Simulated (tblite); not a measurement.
fluorine atom (F), doublet; GFN1-xTB (tblite).

The tblite input:
```
$ tblite run mol.xyz --method gfn1 --charge 0 --spin 1 --json tblite.json --no-restart

# file mol.xyz
1

F      0.00000000     0.00000000     0.00000000
```

What the program printed (banner, timings and long lists left out):

```
xTB calculator
 | screened Coulomb repulsion
 | Coulomb electrostatics
 |  * isotropic Klopman-Ohno-Mataga-Nishimoto electrostatics
 |  * onsite third-order electrostatics
 | DFT-D3(BJ) dispersion correction

halogen bonding energy    0.0000000000000E+00 Eh
repulsion energy          0.0000000000000E+00 Eh
dispersion energy         0.0000000000000E+00 Eh
number of electrons       7.0000000000000E+00 e
integral cutoff           1.4084350578267E+01 bohr

------------------------------------------------------------
  cycle        total energy    energy error   density error
------------------------------------------------------------
      1     -4.996944842726  -4.9969448E+00   1.0719800E-08
      2     -4.996944842726   0.0000000E+00   6.4318800E-09
------------------------------------------------------------

electronic energy        -4.9969448427264E+00 Eh
total energy             -4.9969448427264E+00 Eh

Post processing:
 | Mayer-Wiberg bond orders

[Info] JSON dump of results written to 'tblite.json'
```
